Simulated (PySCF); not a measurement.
O2Si, SMILES [O][Si]=O (connectivity only; charge and spin as stated), charge -1, multiplicity 2.

Geometry: B3LYP-D3(BJ)/def2-TZVPD. The isomer is the one that the SMILES or the coordinates give; other isomers of the formula were not compared.

Calculation: B3LYP-D3(BJ)/def2-TZVPD (PySCF).

Frequencies are harmonic and unscaled.

```
mode  ν (cm⁻¹)  IR (km/mol)  moving atoms (share of kinetic energy)
----  --------  -----------  --------------------------------------
1          332         33.2                         O 59 %, Si 41 %
2          930         20.9                         O 88 %, Si 12 %
3         1198        206.8                         O 50 %, Si 50 %
```
